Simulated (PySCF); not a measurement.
**Trend along the chalcogens: MLi molecules**

r²SCAN with double-zeta basis sets in PySCF, for the lowest determinant that a PBE0 search found; no spin–orbit coupling. De refers to high-spin ground-configuration atoms. A positive dipole means M(−)Li(+).

```tsv
M	basis	state (unpaired electrons)	Re (Å)	ωe (cm⁻¹)	De (eV)	μ (D)
O	def2-SVP	doublet (π ↑)	1.678	845	3.51	5.93
S	aug-cc-pVDZ/aug-cc-pV(D+d)Z	doublet (π ↑)	2.190	558	3.21	7.16
Se	def2-SVP	doublet (π ↑)	2.284	511	2.98	6.97
Te	def2-SVP	doublet (π ↑)	2.496	452	2.63	7.19
```

The shortest bond is that of LiO (1.678 Å), the longest that of LiTe (2.496 Å).

The rows differ in basis set, which adds steps of its own.

Down a group the atoms grow and get heavier, so bonds lengthen and wavenumbers fall; this series shows no clear exception.

Spin–orbit coupling is left out, which matters for elements this heavy, above all for dissociation energies. States were picked by a PBE0 search and need not be the measured ground states.
